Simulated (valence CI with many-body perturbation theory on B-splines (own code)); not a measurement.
Tm30+: M1 decay

Method: valence CI with perturbative core correlation (CI+MBPT): three valence electrons over a frozen Dirac-Fock core [Kr], a basis of 7 s, 7 p, 8 d, 6 f, 4 g, 1 h functions for each j, with the one-electron correlation potential Σ1, the two-electron term Σ2, the three-electron term Σ3, Breit, model QED; selected CI, second order for the rest, scaled by the run's own slope (own B-spline code, finite nucleus).

The last digits are not significant, and no measured levels were compared; by estimate large intervals hold to a few tenths of a per cent, small ones and those within an open d or f shell to about a per cent. The list stops below the first excitations out of the core.

Lines 51 to 62 of 62 in falling wavelength, among levels below 109.916 eV, chosen from the decays that carry over 1 % of a level's rate. Wavelengths and rates use the calculated energies. Weak lines are less certain than strong ones. Lines between different terms over intervals too small for the method are left out, as are lines whose strength nearly cancels. The highest levels of a list are the least certain.

Levels are named by their leading jj configuration (3d3/2^4 stands for four electrons in 3d with j = 3/2), which in mixed levels can hold well under half, so a name can repeat and another be missing. Letters in brackets count levels of one name in rising energy.

```
λ vac (Å)                      Upper                      Lower  Type   A (s⁻¹)  Branch %
    602.4  (4d3/2 4d5/2^2) J=7/2 [b]  (4d3/2^2 4d5/2) J=5/2 [a]    M1  9.02e+02       9.5
    556.0            (4d5/2^3) J=5/2  (4d3/2 4d5/2^2) J=7/2 [a]    M1  8.30e+03      15.1
    527.5  (4d3/2 4d5/2^2) J=3/2 [b]      (4d3/2^2 4d5/2) J=3/2    M1  3.06e+03      11.5
    526.8            (4d5/2^3) J=9/2      (4d3/2^2 4d5/2) J=7/2    M1  3.56e+02       1.0
    499.9            (4d5/2^3) J=5/2  (4d3/2^2 4d5/2) J=5/2 [b]    M1  2.22e+03       4.0
    490.2  (4d3/2 4d5/2^2) J=3/2 [a]            (4d3/2^3) J=3/2    M1  7.31e+02       2.0
    479.9  (4d3/2 4d5/2^2) J=3/2 [b]  (4d3/2^2 4d5/2) J=5/2 [a]    M1  5.85e+03      21.8
    472.7      (4d3/2 4d5/2^2) J=1/2            (4d3/2^3) J=3/2    M1  2.45e+02       1.1
    452.1  (4d3/2 4d5/2^2) J=5/2 [a]            (4d3/2^3) J=3/2    M1  4.99e+02       3.1
    441.9            (4d5/2^3) J=3/2      (4d3/2^2 4d5/2) J=1/2    M1  5.06e+02       1.4
    423.7  (4d3/2 4d5/2^2) J=5/2 [b]            (4d3/2^3) J=3/2    M1  1.56e+02       1.3
    417.5            (4d5/2^3) J=3/2      (4d3/2^2 4d5/2) J=3/2    M1  5.87e+02       1.6
```
